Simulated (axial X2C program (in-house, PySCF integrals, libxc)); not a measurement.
Ω levels of NNdN⁻ from open-shell CI on f(δφ)0 s1 f(π)0

Computed with an in-house all-electron X2C program for linear molecules (integrals from PySCF): two-component X2C with atomic mean-field Coulomb and Gaunt terms, basis N dyall-v2z, Nd dyall-v2z (cores contracted in-house). Orbitals come from Hartree–Fock averaged over the configuration Nd f(δφ)0 s1 f(π)0; CI then distributes these electrons over the f(δφ), s, f(π) shells of Nd.

N–Nd–N held linear, both bonds 1.647 Å (near the minimum of the configuration average).

Lowest levels of this model:

```json
{"Ω": "1/2", "energy (cm⁻¹)": "0", "g∥": "2.00", "configuration": "100% s1"}
{"Ω": "5/2", "energy (cm⁻¹)": "27621", "g∥": "4.16", "configuration": "100% f(δφ)1"}
```

g∥ is the magnitude of 2⟨Lz + ge Sz⟩ for the +Ω component.

(1) From Ω and g∥ of the lowest level, whose 2⟨Lz + ge Sz⟩ is positive, find ⟨Sz⟩ and ⟨Lz⟩ (ge = 2.0023).

Occupations of the active spinors in the lowest level by ω, shell by shell in order of energy: -7/2: 0.00; -5/2: 0.00 0.00; -3/2: 0.00 0.00; -1/2: 0.00 0.00; 1/2: 1.00 0.00; 3/2: 0.00 0.00; 5/2: 0.00 0.00; 7/2: 0.00. The leading determinant has weight 1.00 among 2.

This point took 4.3 s on 1 thread of Intel(R) Xeon(R) Platinum 8259CL CPU @ 2.50GHz (Skylake/Cascade Lake), on a shared host.

Dynamic correlation is missing, so gaps between terms are too wide and other configurations may lie lower; the lowest level listed is that of this model, not necessarily the ground state. At most 6 roots were kept for each Ω > 0 (twice that for Ω = 0) within 3.5 eV of the lowest, so higher up levels can be missing between those listed; levels with Ω > 0 are doubly degenerate and listed once, Ω = 0 levels singly. States that fill the shells left empty in the average are placed too high. For an anion, levels above electron detachment are held by the basis set. The molecule was held linear; bending was not examined.

Results:

(1) Ω = ⟨Lz⟩ + ⟨Sz⟩ = 1/2 and ⟨Lz⟩ + ge⟨Sz⟩ = 1.000, so ⟨Sz⟩ = 0.50 and ⟨Lz⟩ = 0.00.
